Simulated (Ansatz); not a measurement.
Z-matrix (Å, degrees):
```
C
C 1 1.520
H 1 1.092 2 111.2
H 1 1.092 2 111.9 3 120.1
H 1 1.094 2 111.0 3 -119.8
C 2 1.523 1 114.1 3 176.6
H 2 1.095 1 109.0 3 54.8
H 2 1.097 1 109.5 3 -60.8
C 6 1.521 2 114.5 1 65.0
H 6 1.096 2 109.0 1 -173.0
H 6 1.098 2 109.2 1 -57.7
C 9 1.521 6 112.8 2 177.3
H 9 1.094 6 109.6 2 -60.1
H 9 1.098 6 109.2 2 55.8
C 12 1.522 9 114.5 6 -176.5
H 12 1.096 9 108.6 6 -54.7
H 12 1.098 9 109.2 6 60.4
C 15 1.520 12 114.3 9 -66.6
H 15 1.096 12 109.1 9 171.9
H 15 1.095 12 109.6 9 56.3
C 18 1.517 15 113.3 12 -179.9
H 18 1.097 15 109.8 12 -58.6
H 18 1.097 15 110.5 12 57.9
O 21 1.414 18 113.3 15 -61.9
H 21 1.099 18 109.9 15 173.7
H 21 1.094 18 110.0 15 55.8
H 24 0.961 21 108.1 18 -61.3
```

Charge 0, multiplicity 1.

(1) List the ωB97M-V/def2-TZVPP orbital energies in eV (the Gaussian-basis code of Ansatz). (An estimate is asked.)

Answers

(1) The calculation gave: Occupied: -525.90, -282.52, -281.26, -281.19, -281.15, -281.13, -281.12, -281.11, -281.00, -31.26, -25.56, -24.80, -23.60, -22.23, -20.82, -19.87, -18.74, -18.48, -16.44, -15.93, -15.71, -15.14, -15.02, -14.51, -14.05, -13.74, -13.12, -12.85, -12.64, -12.13, -11.83, -11.69, -11.39, -11.25, -11.07, -10.96, -10.15. Lowest empty: 2.37, 2.73, 3.04, 3.22, 3.50, 3.66, 3.92, 4.38.
